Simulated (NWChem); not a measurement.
BHCl cation

```xyz
3

B      0.0000     0.0000    -1.0919
Cl     0.0000     0.0000     0.5077
H      0.0000     0.0000    -2.2675
```
Atoms are numbered in this order, from 1.

Structure relaxed at the B3LYP/6-31G* (spherical d) level.

Hartree-Fock couplings suffer from near triplet instabilities.

Split the isotropic spin-spin couplings (Hz) from Hartree-Fock/pcJ-1 (NWChem) into Fermi-contact, spin-dipolar, paramagnetic and diamagnetic spin-orbit terms, for the pairs 1–3.


```json
[
 {"pair": "11B(1)–1H(3)", "FC": "383.93", "SD": "1.53", "PSO": "0.00", "DSO": "0.20", "total": "385.66"}
]
```
